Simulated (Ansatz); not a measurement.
Consider the atomization: `C=[C]([GeH3])C=O` → 3 C• + Ge• + 6 H• + O•.

Isolated molecules relaxed with PBE0-D4/def2-TZVP in Ansatz; ΔE leaves out vibrations. CBS: MP2 limit from def2 TZ/QZ plus the TZ coupled-cluster correction, frozen cores. This one scheme is used for every species, atoms too. DFT in def2-TZVPP. B3LYP here is the variant with VWN-RPA as its local correlation; programs differ in this. Open shells (•) are unrestricted, without spin–orbit coupling. Spin–orbit coupling would lower the free atoms: a little for C, O; clearly for Ge. Bonds to Ge are less sure, by a few kJ/mol each and by 10 to 20 or more in all where they break to atoms, as the def2 sets lack core-valence functions. Scalar relativity is left out up to krypton. Each species was taken in one conformer, which may not be the lowest.

Question: What is ΔE at CCSD(T)/CBS? (Best estimate.)

Answer: Computed: +4218.2 kJ/mol.

Question: What do these levels give: r2SCAN-D4, PBE0-D4, ωB97X-V, ωB97M-V, PBE, r2SCAN, PBE0, B3LYP, HF/def2-TZVPP, MP2/def2-TZVPP, MP2/def2-QZVPP, MP2/CBS(def2)? (Estimate.)

Answer: Ansatz gave: r2SCAN-D4 4233.6, PBE0-D4 4228.0, ωB97X-V 4223.6, ωB97M-V 4212.6, PBE 4298.9, r2SCAN 4227.9, PBE0 4208.5, B3LYP 4174.5, HF/def2-TZVPP 3028.3, MP2/def2-TZVPP 4194.4, MP2/def2-QZVPP 4248.3, MP2/CBS(def2) 4286.9 kJ/mol.

Largest T1 diagnostic among the species: 0.014.

From PBE to PBE0 (25 % exact exchange), in def2-TZVPP and without D4, ΔE moves by −90.4 kJ/mol: exact exchange takes away binding that semilocal exchange gives to molecules. In def2-TZVPP, CCSD(T) changes the Hartree–Fock value by +1097.3 kJ/mol (the triples alone add +75.5 kJ/mol) and MP2 by +1166.1 kJ/mol; breaking electron pairs costs correlation energy, which Hartree–Fock lacks.

For atomizations the MP2-based limit and the directly extrapolated one differ by several kJ/mol either way, and by 10 to 25 for some Ge, Se and Sn compounds, so smaller differences from it don't rank the levels.
